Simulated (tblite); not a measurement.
C6H15NSSi.
Atom-mapped SMILES: `[H]/[N:5]=[C:4](/[CH:2]([CH3:1])[CH3:3])[CH2:6][CH2:7][S:8][SiH3:9]` (hydrogens: H10, H11, H12 on C1; H13 on C2; H14, H15, H16 on C3; H17 on N5; H18, H19 on C6; H20, H21 on C7; H22, H23, H24 on Si9)

The geometry is computed with GFN2-xTB (gas phase).

Q: List the bond lengths, angles and torsions at this level.

A: 
```
                   bond  length (bohr)
           C1–C2, C2–C3          2.891
                  C2–C4          2.858
                  C4=N5          2.376
                  C4–C6          2.861
                  C6–C7          2.869
                  C7–S8          3.458
                 S8–Si9          4.047
C1–H10 and 5 like bonds          2.055
                 C2–H13          2.068
                 N5–H17          1.922
         C6–H18, C6–H19          2.065
         C7–H20, C7–H21          2.061
       Si9–H22, Si9–H23          2.760
                Si9–H24          2.740
```

Bonds in one row agree within 0.02 bohr and their mean is given. A selection of angles:
```
    angle  degrees
 C1–C2–C3    110.9
 C1–C2–C4    111.4
 C2–C4–N5    116.3
 C2–C4–C6    116.9
 N5–C4–C6    126.8
 C4–C6–C7    113.9
 C6–C7–S8    111.9
C7–S8–Si9    101.9
H17–N5–C4    116.4
```

Dihedral angles: C1–C2–C4–N5 -115° (anticlinal); C2–C4–C6–C7 176° (antiperiplanar); C4–C6–C7–S8 -176° (antiperiplanar); C6–C7–S8–Si9 -73° (synclinal); H17–N5–C4–C2 180° (antiperiplanar). The mirror-image conformer, all signs reversed, is as good.

Of the pairs four or more bonds apart, C7···H17 is among the closest relative to their van der Waals radii: 2.48 Å, 86 % of the sum of Bondi's values. Si9 (SiH3 silicon) is distorted tetrahedral (angles from 103.6° to 114.1°).

Point group: C1 (no symmetry element, even within 0.4 Å). GFN2-xTB frequencies show an imaginary mode (32i cm⁻¹), so the point is no minimum at that level.

Time: 0.75 s wall. Hardware: one thread of an Intel Xeon Platinum 8488C, shared host. These figures are those of the optimisation.
